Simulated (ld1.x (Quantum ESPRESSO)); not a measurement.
**hafnium, TM: configuration errors across variants**

```json
{
 "Element": "Hf",
 "Generator": "ld1.x (Quantum ESPRESSO) 7.5",
 "Type": "norm-conserving Troullier–Martins (Kleinman–Bylander form)",
 "Functional": "PBE",
 "Relativity": "fully relativistic",
 "Frozen core": "[Xe] 4f14",
 "Valence charge": "4",
 "Reference configuration": "5d2 6s2 6p0",
 "Partial waves": "6s (bound): rc 3.15 bohr; 5d (bound): rc 2.75 bohr; 6p (bound, empty): rc 3.65 bohr",
 "Local potential": "the p channel",
 "Core correction": "none"
}
```

Open shells are filled in proportion to 2j + 1 (rel_dist='average').

All-electron excitation energies from the reference (eV): (1) 5d2 6s1 6p0 7.980; (2) 5d2 6s0 6p0 22.160; (3) 5d1 6s0 6p0 43.943; (4) 5d2.5 6s1.5 6p0 1.253; (5) 5d2 6s0 6p1 12.619; (6) 5d2 6s1.5 6p0 3.256; (7) 5d3 6s0 6p0 9.991.

2 further variants failed, have other tests or another functional or relativity, and are left out.

Errors AE − PS in meV (a dash: test not solved or not reliable):

| change | (1) | (2) | (3) | (4) | (5) | (6) | (7) | bound ghosts |
| --- | --- | --- | --- | --- | --- | --- | --- | --- |
| base | +4.1 | +97 | +219 | +5.7 | -3.4 | +0.3 | +98 | none |
| wave 6s (bound): rc 3.15 bohr becomes 6s (bound): rc 3.34 bohr | +3.6 | +89 | +196 | +6.2 | -10 | +0.3 | +101 | none |
| core correction a·sin(br)/r model core inside 1.28 bohr | -9.6 | -71 | -351 | -12 | -52 | -1.9 | -77 | none |
| all radii scaled by about 0.92 (s 2.90, p 3.36, d 2.54 bohr) | +4.3 | +100 | +231 | +4.2 | +1.5 | +0.3 | +84 | none |
| type PAW; waves now 6s (bound): rcut 2.75, rcutus 3.15 bohr; 6s channel at 3.5 Ry: rcut 2.75, rcutus 3.15 bohr; 6p (bound): rcut 3.15, rcutus 3.65 bohr; 6p channel at 2.1 Ry: rcut 3.15, rcutus 3.65 bohr; 5d (bound): rcut 2.40, rcutus 2.75 bohr; 5d channel at 0.15 Ry: rcut 2.40, rcutus 2.75 bohr; local potential all-electron potential smoothed inside 2.30 bohr (lloc = -1); core correction a·sin(br)/r model core, default radius (ld1.x builds one for every PAW set, though the input has nlcc=.false.); augmentation BESSEL, radius 1.70 bohr | -5.1 | -2.8 | -339 | -6.2 | -8.4 | -1.9 | -22 | not determined |

**Question.** Give the same row for: wave 6p (bound): rc 3.65 bohr becomes 6p (bound): rc 4.78 bohr.

**Answer.** +8.4, +92, +209, +6.1, +22, +1.5, +98; bound ghosts: none.
